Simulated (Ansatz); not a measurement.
Two isomers of C3H7FSi: A = `FC/C=C/[SiH3]`, B = `C[C@@H]1C[Si@@H]1F`.

Computed with Ansatz on PBE0-D4/def2-TZVP structures; ΔE is electronic, products minus reactants. CBS: MP2 limit from def2 TZ/QZ plus the TZ coupled-cluster correction, frozen cores. DFT in def2-TZVPP. B3LYP here is the variant with VWN-RPA as its local correlation; programs differ in this. One conformer a species, not always the lowest.

(1) Which isomer does CCSD(T)/CBS put lower? Give the gap. (Estimate.)

(2) Give E(B) − E(A) in kJ/mol with ωB97M-V, CCSD(T)/def2-SVP, CCSD(T)/def2-TZVPP, BLYP-D4, B3LYP-D4, LDA (SPW92), PBE-D4. (Estimate.)

(3) Does the order hold for the free energy at 298.15 K (harmonic terms from PBE0-D4)? (An estimate is asked.)

Largest T1 diagnostic: 0.011.

Results:

(1) The calculation gave: B, by 162.4 kJ/mol.

(2) Ansatz gave: ωB97M-V -162.3, CCSD(T)/def2-SVP -127.1, CCSD(T)/def2-TZVPP -156.0, BLYP-D4 -139.2, B3LYP-D4 -146.7, LDA (SPW92) -173.2, PBE-D4 -158.9. None reverses the order clearly.

(3) The calculation gave: Yes: G(B) − G(A) = -147.7 kJ/mol, for one conformer each.

Leaving LDA and LC-ωPBE aside and taking each functional with its dispersion term where it has one, the values, not all of them listed here, spread over 34.0 kJ/mol, from PBE-QIDH to BLYP-D4. LDA lies −15.8 kJ/mol from PBE without D4. From r2SCAN to r2SCAN0 (25 % exact exchange), in def2-TZVPP and without D4, E(B) − E(A) moves by −4.5 kJ/mol.
